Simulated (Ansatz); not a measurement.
Ansatz (an electronic-structure program) input:

Ansatz 0.2 input:
```yaml
crystal:
  periodic: [false, false, false]
  atoms:
    - {symbol: F, position_ang: [-1.60322675, -1.30108809, -1.00970444]}
    - {symbol: Ge, position_ang: [-1.00695234, -0.00749072, -0.05200072]}
    - {symbol: F, position_ang: [-1.63756528, 1.43365324, -0.73870675]}
    - {symbol: F, position_ang: [-1.74079226, -0.16962316, 1.49115378]}
    - {symbol: I, position_ang: [1.45390063, 0.01081557, 0.07508188]}
basis:
  gaussian:
    orbitals: def2-TZVPP
magnetization: {spin_polarized: false}
correlation: {method: ccsd_t, electrons: outside_noble_gas}
```

Task: What final total energy does it print?

Result: -2671.68760 Eh (CCSD(T)/def2-TZVPP). The basis has 191 functions.
